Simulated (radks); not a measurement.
The numbers below are computed, except where a source is named.
Q: Pm I, configuration [Xe] 4f5 6s2 (the NIST ground configuration). Level of theory: Dirac Kohn-Sham, PBE, spin-unpolarised, spherical densities, finite nucleus; open shells fill j = l - 1/2 first; Fermi nuclear charge, rms radius 4.962 fm (a radial shooting solver on a logarithmic mesh with Libxc functionals). Some entries of the table are withheld. Estimate them.

| orbital | occ. | eigenvalue (Ry) | <r^2> (bohr^2) |
|---|---|---|---|
| 1s1/2 | 2 | -3305.539 | 0.0007317 |
| 2s1/2 | 2 | -537.1777 | 0.01150 |
| 2p1/2 | 2 | -508.7171 | 0.008390 |
| 2p3/2 | 4 | -467.5413 | 0.009637 |
| 3s1/2 | 2 | (1) | 0.07746 |
| 3p1/2 | 2 | -104.9090 | 0.07255 |
| 3p3/2 | 4 | -96.62937 | 0.07983 |
| 3d3/2 | 4 | -75.40905 | 0.06448 |
| 3d5/2 | 6 | -73.61477 | 0.06653 |
| 4s1/2 | 2 | -23.27155 | 0.3970 |
| 4p1/2 | 2 | -18.62705 | (2) |
| 4p3/2 | 4 | -16.82112 | (3) |
| 4d3/2 | 4 | -9.18254 | 0.5412 |
| 4d5/2 | 6 | -8.86167 | 0.5574 |
| 5s1/2 | 2 | -3.06707 | 2.341 |
| 5p1/2 | 2 | -1.82987 | 3.025 |
| 5p3/2 | 4 | -1.59033 | 3.391 |
| 6s1/2 | 2 | -0.25996 | 21.82 |
| 4f5/2 | 5 | -0.16494 | 1.613 |
| 4f7/2 | 0 | -0.13071 | 1.716 |

A: 
(1) 3s1/2 eigenvalue (Ry): -117.1159
(2) 4p1/2 <r^2> (bohr^2): 0.4210
(3) 4p3/2 <r^2> (bohr^2): 0.4612
